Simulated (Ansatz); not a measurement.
A nudged elastic band was laid between two geometries of GaH$_{4}$N (6 atoms, charge 0, multiplicity 1).

These are results of RKS B3LYP-D4/def2-SVP in Ansatz, not measurements.

```json
{
 "movable images": "7",
 "climbing image": "yes",
 "spring": "5.0 eV/Å²",
 "optimiser": "quadratic models (default)",
 "start path": "through a guess of the saddle point",
 "force threshold": "0.05 eV/Å",
 "iteration limit": "60",
 "end points": "relaxed"
}
```

Initial state:

```xyz
6
Properties=species:S:1:pos:R:3
Ga 0.252 0.000 0.146
H 0.226 -0.600 1.591
H 1.491 0.600 -0.600
N -1.323 0.000 -0.764
H -2.198 -0.359 -0.395
H -1.441 0.360 -1.706
```

Final state:

```xyz
6
Properties=species:S:1:pos:R:3
Ga -1.239 -2.164 -0.866
H 0.850 0.728 0.420
H 1.433 1.110 0.732
N -1.299 -0.286 -0.692
H -1.718 0.225 0.086
H -1.020 0.385 -1.409
```

(1) What changes between the two ends?

(2) Give the energies along the band, and the barrier.

(3) What is the geometry of the highest image?

Answers

(1) Bonds broken: Ga1–H2, Ga1–H3. Bonds formed: H2–H3. GaH4N becomes GaH2N + H2.

(2) The forces met the threshold. The highest image is number 2 of 0 to 8, 2.89 eV above the first end and 2.42 eV above the last; the last end lies 0.47 eV above the first. Beside the main top the profile has a ripple of under 15 meV (maxima at images 2, 6), which may be a very shallow well or noise. Neighbouring images differ by up to 2.3 eV, so the band resolves the path poorly. A vibrational analysis at the climbing image gives one clearly imaginary mode, 1333i cm⁻¹: a first-order saddle point. The orbitals stay closed-shell, which can raise the energy where a bond breaks towards radicals; this wasn't checked here.

```
image  path coordinate (Å)  energy (eV)  Ga1–H2 (Å)  Ga1–H3 (Å)  H2–H3 (Å)
    0                 0.00         0.00        1.57        1.57       2.80
    1                 0.84         0.65        1.57        1.52       2.29
    2                 1.69         2.89        1.91        1.53       1.45
    3                 2.75         0.59        2.80        2.47       0.77
    4                 3.82         0.53        3.75        3.19       0.76
    5                 4.89         0.53        3.72        3.67       0.76
    6                 5.96         0.54        3.66        3.90       0.76
    7                 7.02         0.50        3.50        4.07       0.76
    8                 8.08         0.47        3.79        4.52       0.76
```

(3) 
```xyz
6
Properties=species:S:1:pos:R:3
Ga 0.371 0.200 -0.605
H 0.402 -0.233 1.251
H 1.525 0.129 0.404
N -1.401 0.005 -0.863
H -2.065 -0.260 -0.146
H -1.826 0.158 -1.770
```

The run took 7.7 min on 1 thread of Arm Neoverse V2 (shared host), peak memory 0.12 GiB.
